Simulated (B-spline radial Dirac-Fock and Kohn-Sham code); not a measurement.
**The L3 (2p3/2) hole of barium ions: width and yield against charge**

Level of theory: independent-particle radiative and Coulomb Auger rates from relativistic LDA hole-state orbitals, with Dirac-Fock energies; a radial atomic solver. Tabulated ground configurations, configuration averages; single configurations, so decays that open only by mixing (as 1s 2s² with 1s 2p² in Be-like ions) are missing and such tiny yields are far too low.

| ion | configuration | radiative (eV) | non-radiative (eV) | yield |
| --- | --- | --- | --- | --- |
| Ba | [Xe] 6s2 | 0.318 | 2.71 | 0.105 |
| Ba⁺ | [Xe] 6s1 | 0.318 | 2.71 | 0.105 |
| Ba²⁺ | [Kr] 4d10 5s2 5p6 | 0.318 | 2.71 | 0.105 |
| Ba³⁺ | [Kr] 4d10 5s2 5p5 | 0.318 | 2.71 | 0.105 |
| Ba⁴⁺ | [Kr] 4d10 5s2 5p4 | 0.319 | 2.71 | 0.105 |
| Ba⁵⁺ | [Kr] 4d10 5s2 5p3 | 0.319 | 2.70 | 0.106 |
| Ba⁶⁺ | [Kr] 4d10 5s2 5p2 | 0.319 | 2.70 | 0.106 |
| Ba⁷⁺ | [Kr] 4d10 5s2 5p1 | 0.320 | 2.70 | 0.106 |

Values without a named source are computed, but for edge energies of neutral atoms, which are taken from tables.
